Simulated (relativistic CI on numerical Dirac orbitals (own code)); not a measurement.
**Zn: sensitivity of the levels to the model**

Base calculation: Dirac-Coulomb-Breit CI, KLI orbitals optimised for each configuration, QED by a radiative potential, valence Slater integrals scaled by 0.85, P86 correlation energy added to each configuration.

CI space (outside the closed core [Ar] 3d10): 4s2, 4s.4p, 4s.5s, 4s.4d, 4s.5d, 4p2, 4s.6s, 4s.5p, 4s.6p, 4s.4f, 4s.5g, 4s.5f, 4s.6d, 4s.6g, 4d2. Levels of other configurations are missing.

Variants: (1) self-excluded LDA correlation estimate; (2) Slater integrals left unscaled; (3) QED terms removed; (4) one mean potential for all configurations. Shifts of the energy above 4s2 1S_0, in cm⁻¹, for the lowest level and the first level of each name with at least 55 % of one term (blank where a level changes its place among those of its configuration and J or its character, or is not in the variant):

```tsv
Level	Base	Δ(1)	Δ(2)	Δ(3)	Δ(4)	Measured
4s2 1S_0	0.0	0.0	0.0	0.0	0.0	0.0
4s.4p 3P°_0	27929.8	+690.1	+385.3	+32.6	+63.0	32311.3
4s.4p 3P°_1	28091.1	+690.5	+401.1	+32.2	+67.2	32501.4
4s.4p 3P°_2	28414.5	+691.2	+431.4	+31.3	+75.7	32890.3
4s.4p 1P°_1	44351.4	+986.3	+3344.3	+31.3	+435.1	46745.4
4s.5s 3S_1	48752.5	+3126.2	+1126.7	+22.5	+1119.7	53672.2
4s.5s 1S_0	50977.2	+3118.7	+1525.0	+22.1	+2227.7	55789.2
4s.5p 3P°_0	56354.4	+3080.8	+1134.4	+26.7	+1390.5	
4s.5p 3P°_1	56371.7	+3080.3	+1130.5	+26.7	+1399.1	
4s.5p 3P°_2	56406.0	+3079.7	+1121.9	+26.5	+1417.3	
4s.4d 1D_2	57036.3	+3047.3	+953.6	+27.9	+1725.5	62458.5
4s.4d 3D_1	57540.3	+3141.1	+1215.7	+25.7	+1646.5	62768.7
4s.4d 3D_2	57541.8	+3141.1	+1215.8	+25.7	+1646.6	62772.0
4s.4d 3D_3	57544.2	+3141.1	+1216.1	+25.7	+1646.7	62777.0
4s.5p 1P°_1	59877.7	+2891.1	+1668.0	+26.7	+993.3	
4s.6s 3S_1	60860.2	+2855.3	+1199.5	+24.6	+1596.0	
4s.6s 1S_0	61671.3	+2853.6	+1321.3	+23.3	+2133.5	
4s.6p 3P°_0	63620.3	+2844.4	+1207.2	+25.7	+1608.2	
4s.6p 3P°_1	63631.8	+2844.3	+1206.2	+25.7	+1607.3	
4s.6p 3P°_2	63655.2	+2844.3	+1204.2	+25.6	+1605.2	
4s.5d 1D_2	63696.5	+2573.5	+1097.9	+27.2	+1833.9	
4s.5d 3D_1	64054.2	+2622.9	+1223.4	+25.4	+1740.6	68579.1
```

Correlation outside the listed configurations is missing or only estimated: errors of thousands of cm⁻¹ between configurations and terms are usual at this charge. Rates and lifetimes follow the computed energies and can be off by large factors. The fine structure of a lone outer electron comes out too small, for d and f at times inverted, and misplaced configurations move strength between like terms. 13 of the 13 excited levels that our extract of the measured tables holds in this range could be paired (the sources list more); they are missed by 4622 cm⁻¹ on average and 5422 at most, and levels without a partner can miss by more.

Measured levels: NIST Handbook of Basic Atomic Spectroscopic Data (Sansonetti and Martin, J. Phys. Chem. Ref. Data 34, 1559 (2005)).

Ionisation energy from the two ground configurations alone: base 8.516 eV; self-excluded LDA correlation estimate 8.732 eV; QED terms removed 8.52 eV. The NIST ASD value (measured) is 9.3942 eV. The gap of more than 2 % comes from missing correlation.
